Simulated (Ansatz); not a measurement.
`[GaH2][GaH][GeH3]` → `[GaH2][GaH2]` + `[GeH2]` at 500 K and 1 bar (germylene loss).

Computed with Ansatz on PBE0-D4/def2-TZVP structures; ΔE is electronic, products minus reactants. CCSD(T)/CBS adds triple-zeta CCSD(T) − MP2 to the extrapolated MP2 energy (def2 sets, frozen cores). For Ga, Ge outer-core shells are correlated without core-valence functions, which leaves a few kJ/mol of doubt a bond. Scalar relativity is left out up to krypton.

| species | CCSD(T)/CBS energy (Eh) | H − E (kJ/mol) | S (J/(mol·K)) |
| --- | --- | --- | --- |
| `[GaH2][GaH][GeH3]` | -5927.57610 | 162.9 | 463.2 |
| `[GaH2][GaH2]` | -3850.24627 | 101.9 | 341.2 |
| `[GeH2]` | -2077.24753 | 46.3 | 239.7 |

H − E and S are ideal-gas, rigid-rotor, harmonic terms from PBE0-D4/def2-TZVP. 1 Eh = 2625.50 kJ/mol, R = 8.31446 J/(mol·K).

Question: By hand: ΔE, ΔH, ΔS and ΔG.

Answer: ΔE = (-3850.24627) + (-2077.24753) − (-5927.57610) = 0.08230 Eh = 216.1 kJ/mol. Δ(H − E) = 101.9 + 46.3 − 162.9 = -14.7, so ΔH = 201.4 kJ/mol. ΔS = 341.2 + 239.7 − 463.2 = 117.7 J/(mol·K). ΔG = 201.4 − 500 × (117.7)/1000 = 142.6 kJ/mol.

Question: By hand: the equilibrium constant, and the temperature at which ΔG would vanish if ΔH and ΔS stayed fixed.

Answer: log₁₀ K = −ΔG/(RT ln 10) = -14.9. ΔG = 0 at ΔH/ΔS = 1711 K.

The number of gas molecules changes by +1, which sets the sign of ΔS. A doubt of 5 kJ/mol in ΔE shifts log₁₀ K by 0.5 here. Modes under 60 cm⁻¹, often nearly free rotors, make the harmonic entropy too high. These are equilibria of isolated gas molecules and say nothing of rates. Largest T1 diagnostic: 0.014 (customary marks: 0.02 for closed shells, 0.045 for open ones).
